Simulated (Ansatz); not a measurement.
OsCl, multiplicity 6 (lowest of 2S+1 = 2, 4, 6 at CCSD(T)/def2-TZVPP on PBE0 minima; our sources give no spin for the ground state, which may be another), most abundant isotopes (191.9615 and 34.9689 u). Constants from fifth-degree fits in 1/R to seven points on the lowest solution found; no spin–orbit coupling, no relativity up to Kr; ω_e x_e and α_e move by some per cent with the fit.

Correlated levels freeze the inner cores; with def2 sets outer-core shells near the valence are correlated too.

The values were computed with Ansatz (a first-principles code).  In def2 rows elements past Kr take small-core potentials, without spin–orbit coupling.

| level | r_e (Å) | ω_e (cm⁻¹) | ω_e x_e (cm⁻¹) | α_e (cm⁻¹) |
|---|---|---|---|---|
| PBE/def2-TZVPP | 2.3112 | 329.6 | 1.10 | 0.000487 |
| CCSD(T)/def2-TZVPP | 2.2862 | 361.4 | 1.08 | 0.000448 |

Derive the rotational constants, the centrifugal constant, the fundamental, the zero-point energy and the force constant.


μ = 29.58032 u.
- PBE/def2-TZVPP: B_e = 16.8576/(μ r_e²) = 0.10669 cm⁻¹; B₀ = B_e − α_e/2 = 0.10644 cm⁻¹; D = 4B_e³/ω_e² = 4.47e-08 cm⁻¹; fundamental ω_e − 2ω_e x_e = 327 cm⁻¹; zero-point energy ω_e/2 − ω_e x_e/4 = 165 cm⁻¹; k = μ(2πcω_e)² = 189 N/m
- CCSD(T)/def2-TZVPP: B_e = 16.8576/(μ r_e²) = 0.10903 cm⁻¹; B₀ = B_e − α_e/2 = 0.10881 cm⁻¹; D = 4B_e³/ω_e² = 3.97e-08 cm⁻¹; fundamental ω_e − 2ω_e x_e = 359 cm⁻¹; zero-point energy ω_e/2 − ω_e x_e/4 = 180 cm⁻¹; k = μ(2πcω_e)² = 228 N/m
